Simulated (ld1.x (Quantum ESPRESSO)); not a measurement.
## An all-electron radial function and its pseudo partner (Si)

Columns: radius, all-electron u(r) and pseudo u(r) of the 3s shell (level -10.92 eV) of silicon in the configuration [Ne] 3s1.75 3p2.25; PBEsol, non-relativistic, TM scheme, ld1.x (Quantum ESPRESSO) 7.5.

| r (bohr) | all-electron | pseudo |
| --- | --- | --- |
| 0.075 | 0.1668 | 0.0520 |
| 0.150 | -0.0006 | 0.1005 |
| 0.225 | -0.1842 | 0.1421 |
| 0.300 | -0.2998 | 0.1746 |
| 0.375 | -0.3397 | 0.1971 |
| 0.450 | -0.3190 | 0.2107 |
| 0.525 | -0.2565 | 0.2184 |
| 0.600 | -0.1683 | 0.2240 |
| 0.675 | -0.0669 | 0.2320 |
| 0.750 | 0.0389 | 0.2464 |
| 0.825 | 0.1429 | 0.2708 |
| 0.900 | 0.2412 | 0.3078 |
| 0.975 | 0.3313 | 0.3581 |
| 1.050 | 0.4120 | 0.4189 |
| 1.125 | 0.4828 | 0.4835 |
| 1.200 | 0.5437 | 0.5437 |
| 1.275 | 0.5952 | 0.5952 |
| 1.350 | 0.6378 | 0.6378 |
| 1.425 | 0.6719 | 0.6719 |
| 1.500 | 0.6981 | 0.6981 |
| 1.575 | 0.7171 | 0.7171 |
| 1.650 | 0.7296 | 0.7296 |
| 1.725 | 0.7363 | 0.7363 |
| 1.800 | 0.7379 | 0.7379 |
| 1.875 | 0.7350 | 0.7350 |
| 1.950 | 0.7283 | 0.7283 |

(1) How many radial nodes do the two functions have?

(2) At about which radius was the pseudo-wave matched?

(3) Is the pseudo-wave norm-conserving?

Answers

(1) The all-electron 3s function has n − l − 1 = 2; the pseudo-wave has 0, since the states of the same l below it are removed with the core.

(2) 1.25 bohr, where the columns begin to agree (steps of 0.07 bohr).

(3) Yes: the TM scheme keeps the norm inside the radius equal to the all-electron one, which fixes the energy derivative of the logarithmic derivative at the level.
